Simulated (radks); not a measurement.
Effect of the nuclear size on the krypton ion Kr3+, [Ar] 3d10 4s2 4p3. Method: Dirac Kohn-Sham, LDA (Slater exchange, Perdew-Wang correlation), spin-unpolarised, spherical densities, finite nucleus; open shells are shared between the two j in proportion to 2j + 1; Fermi nuclear charge, rms radius 4.1884 fm; computed with a radial shooting solver on a logarithmic mesh with Libxc functionals. The rms radius is varied about that value; shifts are against it.

rms radius (fm),total energy shift (eV),density at nucleus (e/bohr^3),1s1/2 shift (meV),2s1/2 shift (meV),3p1/2 shift (meV),4s1/2 shift (meV),5s1/2 (empty) shift (meV)
3.3968,-0.215,5.002e+04,-91.0,-9.21,0.150,-0.187,-0.044
3.7821,-0.115,4.959e+04,-48.9,-4.95,0.081,-0.100,-0.023
4.1884,0,4.919e+04,0.000,0.000,0.000,0.000,0.000
4.5779,0.121,4.885e+04,51.2,5.18,-0.084,0.105,0.025
5.1057,0.300,4.842e+04,127,12.9,-0.209,0.261,0.061

Slopes of the eigenvalues against <r^2> in GHz/fm^2, as finite differences over the two radii next to the reference (eigenvalue slopes, not the field-shift constants of lines): 1s1/2 3640, 2s1/2 368, 3p1/2 -5.99, 4s1/2 7.47, 5s1/2 (empty) 1.75.
